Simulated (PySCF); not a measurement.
Predicted microwave data (wB97X-D/def2-SVPD in PySCF (dipole) on a GFN2-xTB geometry, gas phase) for one isomer of C2H8O3Si3:

```
Rotational constants : A = 2640, B = 762.2, C = 608.9 MHz
Dipole components    : |μa| = 0.86 D, |μb| = 1.95 D, |μc| = 0.08 D
Inertial defect      : -24.43 u·Å²
κ                    : -0.85
```

Problem. Which structure is it? (One computed conformer of each.)
A. `[SiH3:1][O:2][C:3]1=[CH:4][O:5][SiH2:6][SiH2:7][O:8]1` with Si1–O2–C3–C4 -179°, C3–C4–O5–Si6 11°, C4–O5–Si6–Si7 -24°, O5–Si6–Si7–O8 27°, Si6–Si7–O8–C3 -28°
B. `[CH:1]#[C:2][Si@@:3]([OH:4])([O:5][SiH3:6])[SiH2:7][OH:8]` with C2–Si3–O4–H 65°, C2–Si3–O5–Si6 89°, C2–Si3–Si7–O8 65°, Si3–Si7–O8–H 50°
C. `[OH:1][Si:2]([OH:3])([C:4]#[C:5][SiH3:6])[O:7][SiH3:8]` with H–O1–Si2–O3 32°, O1–Si2–O3–H 167°, O1–Si2–O7–Si8 53°
D. `[CH:1]#[C:2][Si@@H:3]([O:4][SiH3:5])[O:6][SiH2:7][OH:8]` with C2–Si3–O4–Si5 102°, C2–Si3–O6–Si7 -89°, Si3–O6–Si7–O8 -14°, O6–Si7–O8–H 179°
E. `[O:1]=[C:2]([OH:3])[Si@@H:4]1[CH2:5][SiH2:6][SiH2:7][O:8]1` with O1–C2–O3–H -1°, O1–C2–Si4–C5 -116°, C2–Si4–C5–Si6 -95°, Si4–C5–Si6–Si7 -15°, C5–Si6–Si7–O8 7°, Si6–Si7–O8–Si4 6°
F. `[CH:1]#[C:2][SiH2:3][O:4][Si@H:5]([OH:6])[O:7][SiH3:8]` with C2–Si3–O4–Si5 18°, Si3–O4–Si5–O6 153°, O4–Si5–O6–H -68°, O4–Si5–O7–Si8 -35°

Solution. A. It is [SiH3]OC1=CO[SiH2][SiH2]O1, an asymmetric top, point group C1. The candidates at the same level (rigid rotor, commonest isotopes):

```json
{"SMILES": "C#C[Si@@H](O[SiH3])O[SiH2]O", "A (MHz)": "1218", "B (MHz)": "1037", "C (MHz)": "672.0", "μa (D)": "1.61", "μb (D)": "0.72", "μc (D)": "1.46", "Δ (u·Å²)": "-150.02", "point group": "C1", "rotor": "asymmetric top"}
{"SMILES": "C#C[SiH2]O[Si@H](O)O[SiH3]", "A (MHz)": "1379", "B (MHz)": "971.3", "C (MHz)": "618.1", "μa (D)": "1.35", "μb (D)": "0.96", "μc (D)": "0.99", "Δ (u·Å²)": "-69.25", "point group": "C1", "rotor": "asymmetric top"}
{"SMILES": "[SiH3]OC1=CO[SiH2][SiH2]O1", "A (MHz)": "2640", "B (MHz)": "762.2", "C (MHz)": "608.9", "μa (D)": "0.86", "μb (D)": "1.95", "μc (D)": "0.08", "Δ (u·Å²)": "-24.43", "point group": "C1", "rotor": "asymmetric top"}
{"SMILES": "C#C[Si@@](O)(O[SiH3])[SiH2]O", "A (MHz)": "1315", "B (MHz)": "818.5", "C (MHz)": "641.7", "μa (D)": "1.14", "μb (D)": "0.95", "μc (D)": "0.94", "Δ (u·Å²)": "-214.31", "point group": "C1", "rotor": "asymmetric top"}
{"SMILES": "O=C(O)[Si@@H]1C[SiH2][SiH2]O1", "A (MHz)": "1976", "B (MHz)": "846.2", "C (MHz)": "783.4", "μa (D)": "2.12", "μb (D)": "1.11", "μc (D)": "0.95", "Δ (u·Å²)": "-207.85", "point group": "C1", "rotor": "asymmetric top"}
{"SMILES": "O[Si](O)(C#C[SiH3])O[SiH3]", "A (MHz)": "1521", "B (MHz)": "572.2", "C (MHz)": "467.5", "μa (D)": "0.79", "μb (D)": "0.12", "μc (D)": "0.77", "Δ (u·Å²)": "-134.41", "point group": "C1", "rotor": "asymmetric top"}
```

`C#C[Si@@H](O[SiH3])O[SiH2]O` has A 54 % too low; `O=C(O)[Si@@H]1C[SiH2][SiH2]O1` has C 29 % too high; `O[Si](O)(C#C[SiH3])O[SiH3]` has A 42 % too low; `C#C[SiH2]O[Si@H](O)O[SiH3]` has A 48 % too low; `C#C[Si@@](O)(O[SiH3])[SiH2]O` has A 50 % too low. No structure here is proved a minimum.
